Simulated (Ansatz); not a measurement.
Species: trifluoromethoxyethene, C₃H₃F₃O (charge 0, singlet). 
Coordinates optimised at B3LYP-D3(BJ)/def2-TZVP (Ansatz, a program for electronic structure):
SMILES: FC(F)(F)OC=C
```xyz
10

C     -2.2349     0.1603    -0.0348
C     -1.4833    -0.9235     0.0330
O     -0.0991    -1.0123     0.0540
C      0.6759     0.0947     0.0027
F      1.9442    -0.3035     0.0392
F      0.4643     0.9238     1.0393
F      0.4895     0.8061    -1.1224
H     -1.8449     1.1647    -0.0849
H     -3.3073     0.0330    -0.0404
H     -1.8821    -1.9254     0.0829
```

Parts of the frozen-core correlation energy in cc-pVTZ (Ansatz, hartree). Frozen orbitals: 7; correlated occupied orbitals by spin: 21 and 21; virtual: 224 and 224. Spin-orbit coupling is left out. No relativistic terms.

| term | value |
|---|---|
| reference (HF) | -488.70262 |
| MP2 opposite-spin | -1.07866 |
| MP2 same-spin | ___ |
| CCSD correlation | ___ |
| (T) | ___ |
| T1 diagnostic | 0.012 |
| largest doubles amplitude | 0.104 |

### Question
Fill in the missing entries.

### Answer

- MP2 same-spin, value: -0.37766
- CCSD correlation, value: -1.47245
- (T), value: -0.05454
